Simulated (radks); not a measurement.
Results of a calculation; reference values are marked as such.
All-electron atom: Cu2+ in [Ar] 3d7.5 4s1 4p0.5 (fractional occupations, a model configuration). Code: a radial shooting solver on a logarithmic mesh with Libxc functionals. Model: Dirac Kohn-Sham, PBE, spin-unpolarised, spherical densities, finite nucleus; open shells fill j = l - 1/2 first; Fermi nuclear charge, rms radius 3.8823 fm.

Spin-orbit splittings of the eigenvalues, e(l+1/2) - e(l-1/2), with zeta = 2 splitting/(2l+1) and mean radii in bohr:

| shell | occ. | splitting (eV) | zeta (eV) | <r> j=l-1/2 | <r> j=l+1/2 |
|---|---|---|---|---|---|
| 2p | 6 | 20.48 | 13.65 | 0.2042 | 0.2075 |
| 3p | 6 | 2.683 | 1.789 | 0.7262 | 0.7359 |
| 3d | 7.5 | 0.3377 | 0.1351 | 0.8427 | 0.8472 |
| 4p | 0.5 | 0.2136 | 0.1424 | 2.527 | 2.553 |
